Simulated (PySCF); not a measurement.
SMILES [CH2]CCOC(C)=O, doublet (GFN2-xTB optimised geometry):

```
16

C     -0.485    -0.445    -1.200
C      0.033     0.232     0.000
C     -0.456    -0.409     1.290
O      0.097     0.311     2.393
C     -0.381     0.014     3.606
C      0.290     0.842     4.671
O     -1.234    -0.810     3.802
H     -0.216    -0.084    -2.172
H     -1.133    -1.294    -1.120
H     -0.255     1.294     0.000
H      1.133     0.232     0.000
H     -0.139    -1.456     1.354
H     -1.550    -0.381     1.358
H     -0.469     1.348     5.262
H      0.962     1.565     4.219
H      0.846     0.182     5.333
```

Computed with unrestricted PBE0/def2-TZVP run with PySCF 2.14.0.

Question: What are the frontier orbital energies (α orbitals alone; a β orbital can be the lowest empty one) and the dipole moment?

Answer: HOMO-2 -8.72 eV, HOMO-1 -7.91 eV, HOMO -6.21 eV, LUMO 0.41 eV, LUMO+1 1.28 eV; dipole moment 2.14 D.

On the same geometry unrestricted PBE/def2-TZVP (PySCF) gives HOMO-2 -7.23 eV, HOMO-1 -6.24 eV, HOMO -4.83 eV, LUMO -0.74 eV, LUMO+1 0.49 eV; dipole moment 2.09 D.

Meta-Löwdin charges at PBE0/def2-TZVP: C1 -0.27, C2 -0.20, C3 0.00, O4 -0.34, C5 0.53, C6 -0.40, O7 -0.47, H8 0.13, H9 0.12, H10 0.12, H11 0.12, H12 0.12, H13 0.12, H14 0.15, H15 0.14, H16 0.15.
